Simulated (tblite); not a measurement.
C₆H₁₀OSSi.
Cartesian coordinates in Å at the GFN2-xTB level; atoms count from 1:
```
atom  x, y, z in Å
C1    -1.2287    0.0826    1.0448
C2    -0.7712   -0.1519   -0.3880
C3    -1.9641   -0.3085   -1.3212
S4     0.1956   -1.7382   -0.5081
Si5    1.9394   -1.3016    0.6589
C6     2.0774    0.5717    0.6772
C7     1.2704    1.3686   -0.0186
C8     0.1706    0.9253   -0.9073
O9     0.0257    1.4229   -2.0005
H10   -0.3890    0.1935    1.7271
H11   -1.8352    0.9865    1.0920
H12   -1.8357   -0.7587    1.3729
H13   -1.6216   -0.4667   -2.3404
H14   -2.5667   -1.1595   -1.0148
H15   -2.5723    0.5934   -1.2991
H16    3.0549   -1.9241   -0.0370
H17    1.7567   -1.7910    2.0250
H18    2.8633    1.0225    1.2692
H19    1.4209    2.4423   -0.0396
```

Computed values, GFN2-xTB/tblite, gas phase, harmonic and unscaled. Against measured fundamentals such values can be off by several per cent, at times by over 20. Modes of hydrogen on silicon can be 10 to 20 % off. One conformer, not necessarily the lowest.

Harmonic wavenumbers (cm⁻¹): 57.7, 78.3, 170.8, 179.1, 202.2, 218.0, 246.9, 295.6, 316.7, 333.8, 388.7, 442.8, 502.1, 518.1, 539.7, 560.7, 590.3, 652.6, 689.0, 752.8, 756.2, 763.4, 804.9, 934.6, 946.9, 965.8, 1007.5, 1066.9, 1120.6, 1178.9, 1202.0, 1229.1, 1312.3, 1397.6, 1412.3, 1470.0, 1477.4, 1486.8, 1491.3, 1647.2, 1719.3, 2263.8, 2335.9, 3012.1, 3026.2, 3028.4, 3031.7, 3035.8, 3044.6, 3044.7, 3054.6.

A = 1657, B = 1172, C = 911.3 MHz; mass 158.022 u (most abundant isotopes); point group C1, symmetry number 1.

Zero-point energy?

Half the sum of the wavenumbers: 31002 cm⁻¹ = 88.64 kcal/mol.

What is S at 350 K and 1 bar for an ideal gas of classical rigid rotors and harmonic oscillators?

Translation 41.90, rotation 30.06, vibration 36.18: S = 108.1 cal/(mol K).

And Cp and H(350 K) − H(0)?

Cp = 48.14 cal/(mol K), of which vibrations give 40.19 (their classical limit is 51 R = 101.3); H(350 K) − H(0) = 9.80 kcal/mol without the zero-point energy, 7.02 from vibrations.

Which modes carry the vibrational entropy at 350 K?

57.7 cm⁻¹: 4.85; 78.3 cm⁻¹: 4.25; 170.8 cm⁻¹: 2.73; 179.1 cm⁻¹: 2.64; 202.2 cm⁻¹: 2.41; 218.0 cm⁻¹: 2.27 cal/(mol K); the other 45 give 17.03 together.

Blend soft modes into free rotors: weight 1/[1 + (100 cm⁻¹/ν̃)⁴] for the oscillator and the rest for a rotor with moment μB/(μ + B), μ = h/(8π²ν), B = 10⁻⁴⁴ kg m². What vibrational entropy results?

34.26 cal/(mol K) in place of 36.18, which changes −T·S at 350 K by +0.67 kcal/mol.

What must be added to the electronic energy to get the Gibbs energy at 350 K and 1 bar?

ZPE + [H(350 K) − H(0)] − T·S = 88.64 + 9.80 − 37.85 = 60.59 kcal/mol.

How do the functions run with temperature in this model?

| T (K) | S (cal/(mol K)) | Cp (cal/(mol K)) | H − H(0) (kcal/mol) | G − H(0) (kcal/mol) | ln q(vib) |
| --- | --- | --- | --- | --- | --- |
| 100 | 69.1 | 18.8 | 1.24 | -5.67 | 1.30 |
| 200 | 86.1 | 31.6 | 3.77 | -13.45 | 3.85 |
| 300 | 101.1 | 43.0 | 7.52 | -22.82 | 6.68 |
| 500 | 127.6 | 60.8 | 18.02 | -45.76 | 12.41 |
| 800 | 160.1 | 77.4 | 38.98 | -89.09 | 20.52 |
| 1000 | 178.2 | 84.5 | 55.21 | -122.96 | 25.46 |

q(vib) and H(0) count from the zero-point level.

Hindered rotation and anharmonicity are outside this model. Other conformers, if any are populated, would add a mixing term that is left out. The structure is chiral; the term R ln 2 for an equal mix with its mirror image is left out.
